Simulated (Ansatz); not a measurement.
Loss of H2: CH8GaN → CH6GaN + H2

Species: CH8GaN `C[NH2+][GaH3-]`, singlet; CH6GaN `C[NH][GaH2]`, singlet; H2 (hydrogen), singlet. This is a balance of energies; it says nothing on the path, which may need atoms to shift.

Shapes, held fixed at every level: PBE0-D4/def2-TZVP. Programs: Ansatz 0.2.0. The zero-point and thermal change to 298 K, harmonic and unscaled (PBE0-D4/def2-TZVP), is -20.3 kJ/mol.

**Question.** Estimate ΔH(298 K) of this reaction.

**Answer.** The highest level, CCSD(T)/def2-TZVPP, gives ΔH(298 K) = +55.7 kJ/mol; the levels span +49.0 to +65.0. The column of differences is taken from that level and isn't an error. No measured value is set beside it here. Relativity is left out for Ga. Outer-core shells of Ga are correlated, in sets that cover them unevenly.

| level | kind | ΔH(298 K) (kJ/mol) | less CCSD(T)/def2-TZVPP |
| --- | --- | --- | --- |
| PBE-D4/def2-TZVPP | GGA | +50.3 | -5.4 |
| r2SCAN-D4/def2-TZVPP | meta-GGA | +56.0 | +0.3 |
| BHLYP-D4/def2-TZVPP | global hybrid | +61.1 | +5.4 |
| wB97X-V/def2-TZVPP | range-separated hybrid | +58.5 | +2.8 |
| MP2/def2-TZVPP | perturbation theory | +49.0 | -6.7 |
| CCSD/def2-SVP | coupled cluster or CI | +65.0 | +9.3 |
| CCSD/def2-TZVPP | coupled cluster or CI | +58.0 | +2.3 |
| CCSD(T)/def2-TZVPP | coupled cluster or CI | +55.7 | 0.0 |
